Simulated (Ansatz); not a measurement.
Species: BO2 (charge 0, doublet). It need not be the lowest isomer of its formula. 
Coordinates optimised at B3LYP-D3(BJ)/def2-TZVP (Ansatz, a program for electronic structure):
```xyz
3

O      0.0000     0.0000    -1.2612
B      0.0000     0.0000     0.0000
O      0.0000     0.0000     1.2612
```
Charge 0, spin multiplicity 2.

Atomisation energy built up term by term with Ansatz (kcal/mol; UHF references for open shells; valence terms freeze the core; atomic spin-orbit terms are left out). CBS marks a two-point X^-3 extrapolation of the correlation energy; Hartree-Fock from the larger set.

The UHF reference is spin-contaminated (<S^2> 0.19 over the pure value in the largest basis). 

```
term                                          basis  kcal/mol
-----------------------  --------------------------  --------
Hartree-Fock                                cc-pVQZ         …
CCSD correlation               CBS(cc-pVTZ,cc-pVQZ)     96.72
(T)                            CBS(cc-pVTZ,cc-pVQZ)         …
CCSDT - CCSD(T)                             cc-pVDZ      0.56
core correlation                          cc-pwCVTZ      2.06
scalar relativity (X2C)  cc-pVTZ-DK against cc-pVTZ     -0.37
sum: De                                                     …
```

Question: Complete the blanks.

Answer: 
- Hartree-Fock, kcal/mol: 214.44
- (T), kcal/mol: 10.81
- sum: De, kcal/mol: 324.2
